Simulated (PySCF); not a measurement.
Compound: C5H7FNO (charge +1).
Cartesian coordinates in Å at the PBE0-D3(BJ)/def2-SVP level; atoms count from 1:
```xyz
15
C5H7FNO angstrom
C     -1.7603   -0.0918    1.4025
N     -0.6969   -0.7412    0.6415
C     -0.5624   -2.0314    0.4346
O      0.5057   -2.2739   -0.2693
C      1.1151   -1.0893   -0.5297
C      0.3791   -0.0959    0.0261
C      0.5654    1.3829    0.0567
F      0.5629    1.8128    1.3503
H     -2.3372    0.5610    0.7340
H     -2.4187   -0.8601    1.8234
H     -1.3065    0.5060    2.2018
H     -1.2090   -2.8403    0.7750
H      2.0375   -1.1146   -1.1047
H      1.5207    1.6366   -0.4271
H     -0.2476    1.8882   -0.4923
```

Method: TDDFT wB97X-D/def2-SVPD, vertical, gas phase, core orbitals frozen in the response (PySCF).

Computed states:

| state | E (eV) | f |
| --- | --- | --- |
| S1 | 6.23 | 0.129 |
| S2 | 7.38 | 0.067 |
| S3 | 8.27 | 0.039 |
| S4 | 8.33 | 0.197 |
| S5 | 8.48 | 0.014 |
| S6 | 8.64 | 0.213 |

Broadening: Gaussians 0.25 eV wide at half height, area fixed by f = 4.319×10⁻⁹ ∫ε dν̃. The cross-section is σ = 3.8235×10⁻²¹ ε cm², given in Mb (10⁻¹⁸ cm²). The width is an assumption, not a result. The curve ends short of the highest state used, and states not computed would add to its high-energy end.

(1) What does the envelope look like, and where are its maxima?

(2) On this curve, what absorbance would a 10⁻⁴ mol/L sample give at 193 nm over a 1 cm path?

(3) Coming from long wavelengths, where does ε first pass 100 L mol⁻¹ cm⁻¹?

Answers

(1) 
(E (eV), σ (Mb)): (5.85, 0.09), (5.92, 0.76), (5.98, 3.36), (6.04, 10.79), (6.10, 25.22), (6.17, 45.33), (6.23, 53.00), (6.29, 45.04), (6.35, 27.80), (6.42, 10.58), (6.48, 3.27), (6.54, 0.73), (6.60, 0.12), (6.67, 0.01), (6.73, 0.00), (6.79, 0.00), (6.85, 0.00), (6.92, 0.00), (6.98, 0.02), (7.04, 0.17), (7.10, 0.87), (7.17, 3.95), (7.23, 10.26), (7.29, 19.36), (7.35, 26.53), (7.41, 26.41), (7.48, 17.55), (7.54, 8.75), (7.60, 3.17), (7.66, 0.83), (7.73, 0.12), (7.79, 0.02), (7.85, 0.01), (7.91, 0.08), (7.98, 0.72), (8.04, 3.34)

Maxima: 199 nm (6.23 eV), ε about 14000, made up of S1 (100%); 168 nm (7.38 eV), ε about 7200, made up of S2 (100%) (ε in L mol⁻¹ cm⁻¹; maxima over ε = 5, shares over 10%). At its high-energy end, 8.04 eV, the curve is still rising (ε about 870, from S3 and S4).

(2) 193 nm is 6.424 eV, where ε is about 2600 L mol⁻¹ cm⁻¹, so A = ε c l ≈ 0.26 (Beer–Lambert, with the gas-phase spectrum and the assumed width).

(3) At about 210 nm (5.90 eV), 0.33 eV below S1.

One conformer stands for the species.
